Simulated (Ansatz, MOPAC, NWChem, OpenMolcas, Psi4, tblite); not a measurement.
## GaSiH4F (SMILES [F][GaH][SiH3]): the highest harmonic wavenumber at each level's own minimum, rung by rung

GaSiH4F, singlet, SMILES `[F][GaH][SiH3]`. Each level relaxes the structure for itself.

Quantity: the highest harmonic wavenumber at each level's own minimum, in cm⁻¹. The values are calculated.

```
                                    level            kind     program  value (cm⁻¹)
                                      PM3  semi-empirical       MOPAC          2232
                                   PM6-D3  semi-empirical       MOPAC          2324
                                 PM6-D3H4  semi-empirical       MOPAC          2320
                                 GFN1-xTB  semi-empirical      tblite          2082
                                 HF/3-21G    Hartree–Fock      NWChem          2271
          HF/6-31G* (Cartesian functions)    Hartree–Fock  OpenMolcas          2369
     r2SCAN-D4/def2-SVP (density fitting)        meta-GGA        Psi4          2223
B3LYP-D3(BJ)/6-31G* (spherical functions)   global hybrid      NWChem          2252
                        PBE0-D4/def2-TZVP   global hybrid      Ansatz          2231
```

All-electron rows without a relativistic Hamiltonian named are non-relativistic. Harmonic and unscaled. The values span 2082 to 2369 cm⁻¹.
